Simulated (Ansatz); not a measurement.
**Ligand exchange: CH2Br2 + Cd(CH3)Cl → CH2BrCl + Cd(CH3)Br**

Gas-phase species: CH2Br2 `BrCBr`, singlet; Cd(CH3)Cl, singlet; CH2BrCl (bromochloromethane) `ClCBr`, singlet; Cd(CH3)Br, singlet. The partners trade Br for Cl: C–Br and Cd–Cl bonds give way to C–Cl and Cd–Br.

Shapes, held fixed at every level: PBE0-D4/def2-TZVP. Programs: Ansatz 0.2.0. The zero-point and thermal change to 298 K, harmonic and unscaled (PBE0-D4/def2-TZVP), is +0.8 kJ/mol.

| level | kind | ΔH(298 K) (kJ/mol) | less CCSD(T)/def2-TZVPP |
| --- | --- | --- | --- |
| r2SCAN-D4/def2-TZVPP | meta-GGA | -14.6 | -2.6 |
| wB97X-V/def2-TZVPP | range-separated hybrid | -15.3 | -3.3 |
| MP2/def2-TZVPP | perturbation theory | -10.8 | +1.2 |
| CCSD(T)/def2-SVP | coupled cluster or CI | -20.3 | -8.3 |
| CCSD/def2-SVP | coupled cluster or CI | -21.1 | -9.1 |
| CCSD/def2-TZVPP | coupled cluster or CI | -12.8 | -0.8 |
| CCSD(T)/def2-TZVPP | coupled cluster or CI | -12.0 | 0.0 |

The highest level, CCSD(T)/def2-TZVPP, gives ΔH(298 K) = -12.0 kJ/mol; the levels span -21.1 to -10.8. The column of differences is taken from that level and isn't an error. No measured value is set beside it here. For atoms past krypton def2 sets carry core potentials with scalar relativity. Relativity is left out for Br. Outer-core shells of Br, Cd are correlated, in sets that cover them unevenly.
